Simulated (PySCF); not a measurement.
Choosing a molecule for a target property.

Each SMILES stands for a single optimised conformer of the isolated species, non-relativistic unless stated. Electronic properties by PySCF.

Dipoles, sizes and rotational constants follow the conformer. The torsions of the flexible species, by atom-mapped SMILES:
- `[SiH3:1][n:2]1[n:3][n:4][cH:5][c:6]1[CH:7]1[CH2:8][CH2:9]1`: C5–C6–C7–C8 105°
- `[CH2:1]=[CH:2][P:3]([C:4]#[C:5][CH3:6])[C:7]([F:8])([F:9])[F:10]`: C1–C2–P3–C4 -16°, C2–P3–C7–F8 54°
- `[CH2:1]=[CH:2][CH2:3]/[P:4]=[C:5](/[CH3:6])[F:7]`: C1–C2–C3–P4 -112°, C2–C3–P4–C5 81°
- `[SiH3:1][Se:2][SiH2:3][c:4]1[cH:5][cH:6][cH:7][o:8]1`: Si1–Se2–Si3–C4 180°, Se2–Si3–C4–C5 0°
- `[F:1][C:2]([F:3])([F:4])[CH:5]=[C:6]1[CH:7]=[CH:8]1`: F1–C2–C5–C6 -119°

The conformers of `CC(C)(C)[SiH]1OCCO1` aren't listed.

(1) Wanted: smallest rotational constant below 0.5 GHz (PBE0-D3(BJ)/def2-SVP) and lowest triplet excitation (Tamm–Dancoff) below 4.2 eV (TDA CAM-B3LYP/def2-SVPD), at PBE0-D3(BJ)/def2-SVP geometries. Which candidate meets both?
A. `C=CP(C#CC)C(F)(F)F`
B. `C1(CC1)c1n([SiH3])nnc1`
C. `C=CC/P=C(/C)F`
D. `[SiH3][Se][SiH2]c1ccco1`

(2) Wanted: HOMO–LUMO gap below 8 eV (CAM-B3LYP/def2-SVPD) and HOMO energy above -8.25 eV (CAM-B3LYP/def2-SVPD), at PBE0-D3(BJ)/def2-SVP geometries. Which candidate meets both?
A. `FC(F)(F)C=C1C=C1`
B. `C=CP(C#CC)C(F)(F)F`
C. `CC(C)(C)[SiH]1OCCO1`
D. `C1C(C1)c1n(nnc1)[SiH3]`
E. `P(=C(/F)C)/CC=C`

Results:

(1) D. Computed values:
| species | smallest rotational constant | lowest triplet excitation (Tamm–Dancoff) |
| --- | --- | --- |
| [SiH3][Se][SiH2]c1ccco1 | 0.403 GHz | 3.84 eV |
| C=CP(C#CC)C(F)(F)F | 0.632 GHz | 4.03 eV |
| C1(CC1)c1n([SiH3])nnc1 | 0.826 GHz | 4.37 eV |
| C=CC/P=C(/C)F | 1.164 GHz | 2.63 eV |

(2) E. Computed values:
| species | HOMO–LUMO gap | HOMO energy |
| --- | --- | --- |
| P(=C(/F)C)/CC=C | 7.77 eV | -8.01 eV |
| FC(F)(F)C=C1C=C1 | 8.11 eV | -8.18 eV |
| C=CP(C#CC)C(F)(F)F | 8.64 eV | -8.31 eV |
| C1C(C1)c1n(nnc1)[SiH3] | 9.25 eV | -8.61 eV |
| CC(C)(C)[SiH]1OCCO1 | 10.09 eV | -8.87 eV |
